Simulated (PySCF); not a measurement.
FH3OSiZn, SMILES [F][Zn][O][SiH3]. Atoms are numbered in the order given.

```xyz
7

Zn    -0.0711    -0.8393     0.0000
F      0.2871    -2.5259     0.0000
O     -0.5285     0.8468     0.0000
Si     0.1825     2.3344     0.0000
H      1.0487     2.5358    -1.2074
H     -0.8760     3.3862     0.0000
H      1.0487     2.5358     1.2074
```

Geometry optimised at r2SCAN-D4/def2-SVP. The structure was generated by enumeration; whether it is a known compound was not checked. Other conformers were not sampled.

Method: C-PCM-PBE0/def2-SVP (PySCF).

The values are the electrostatic part of the solvation free energy, E(continuum) − E(gas) at the gas-phase geometry, in a cavity of scaled van der Waals radii (PySCF's table); cavitation and dispersion terms are not included. A continuum can't describe solvent molecules that bind to the metal. In vacuum the orbital gap is 6.99 eV. The dipole moment in vacuum is 0.54 D.

| solvent | ε | ΔG(elec) (kcal/mol) | dipole (D) | gap (eV) |
|---|---|---|---|---|
| water | 78.36 | -20.8 | 0.23 | 7.56 |
| ethylethanoate | 5.99 | -17.1 | 0.26 | 7.47 |
| chloroform | 4.71 | … | … | … |

What belongs in the gaps? (The exact figures need the calculation; the answer reports its results.)


- chloroform, ΔG(elec) (kcal/mol): -16.1
- chloroform, dipole (D): 0.27
- chloroform, gap (eV): 7.44
